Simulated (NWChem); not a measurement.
Molecule: AlH, singlet; SMILES [AlH]

```xyz
2

Al     0.0000     0.0000     0.1423
H      0.0000     0.0000    -1.5249
```
Atoms are numbered in this order, from 1.

Program: NWChem. Low-valent species are run as closed-shell singlets; no triplet was tried in these runs. All runs use the structure optimised with PBE0/def2-SVP. Isotropic indirect couplings, all four terms, static geometry, non-relativistic.

Q: Estimate the computed values for PBE0/pcJ-1. Quantities: J(27Al atom 1, 1H atom 2) (Hz).

A: 
* **J(27Al atom 1, 1H atom 2) (Hz)**: -19.9
